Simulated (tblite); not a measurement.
BBrH2O2.
Cartesian coordinates in Å at the GFN2-xTB level; atoms count from 1:
```xyz
6
BBrH2O2 angstrom
O      1.275    0.506    0.010
B     -0.030    0.229   -0.006
O     -0.490   -1.031   -0.002
Br    -1.206    1.723   -0.038
H      1.887   -0.229    0.027
H     -1.433   -1.196   -0.013
```

Level: GFN2-xTB in tblite, geometry and Hessian alike; calculated harmonic values, unscaled, isolated species. Against measured fundamentals such values can be off by several per cent, at times by over 20. One conformer, not necessarily the lowest.

Harmonic wavenumbers (cm⁻¹): 274.2, 311.8, 454.6, 535.1, 536.5, 594.5, 902.7, 924.1, 1130.3, 1351.4, 3623.4, 3627.9.

A = 10265, B = 2970, C = 2304 MHz; mass 123.933 u (most abundant isotopes); point group Cs, symmetry number 1.

Problem. What is the zero-point energy?

Solution. ½Σν̃ = 7133 cm⁻¹ = 20.39 kcal/mol.

Problem. Entropy at 298.15 K, 1 bar (ideal gas, RRHO, classical rotation)?

Solution. Translation 40.38, rotation 25.93, vibration 5.65: S = 72.0 cal/(mol K).

Problem. And Cp and H(298.15 K) − H(0)?

Solution. Cp = 17.40 cal/(mol K), of which vibrations give 9.45 (their classical limit is 12 R = 23.8); H(298.15 K) − H(0) = 3.51 kcal/mol without the zero-point energy, 1.14 from vibrations.

Problem. What must be added to the electronic energy to get the Gibbs energy at 298.15 K and 1 bar?

Solution. ZPE + [H(298.15 K) − H(0)] − T·S = 20.39 + 3.51 − 21.46 = 2.44 kcal/mol.

Problem. How do the functions run with temperature in this model?

Solution. 
```
T (K)  S (cal/(mol K))  Cp (cal/(mol K))  H − H(0) (kcal/mol)  G − H(0) (kcal/mol)  ln q(vib)
  150             62.2              11.5                 1.34                -7.98       0.15
  250             69.1              15.7                 2.71               -14.55       0.63
  400             77.5              20.2                 5.43               -25.57       1.62
  600             86.4              23.5                 9.83               -41.99       3.05
  900             96.4              26.0                17.29               -69.48       5.06
```

q(vib) and H(0) count from the zero-point level.

Hindered rotation and anharmonicity are outside this model. Other conformers, if any are populated, would add a mixing term that is left out.
